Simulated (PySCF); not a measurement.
## Electron correlation in B⁺ (boron, charge +1)

[He] 2s2, closed-shell 1S. All numbers are calculated (PySCF 2.14, scalar relativity by spin-free X2C-1e, in Sapporo-DZP-2012 (4s3p1d, 18 functions)). Frozen: 1s2; 2 electrons correlated.

Total MP2 correlation energy: -33.35 mhartree.

Same-spin part 0.00 and opposite-spin part -33.35 mhartree; SCS-MP2 scales them by 1/3 and 6/5 to -40.02 mhartree.

With two correlated electrons CCSD is exact within the correlated space (frozen core and kept virtual orbitals).

```tsv
level	correlation energy (mhartree)
CCSD	-59.28
```

Diagnostics: T1 = 0.012, D1 = 0.0176, largest double amplitude 0.152.

Question: Is a single reference adequate?

Answer: Not fully. A double-excitation amplitude exceeds 0.15, a sign of near-degeneracy.
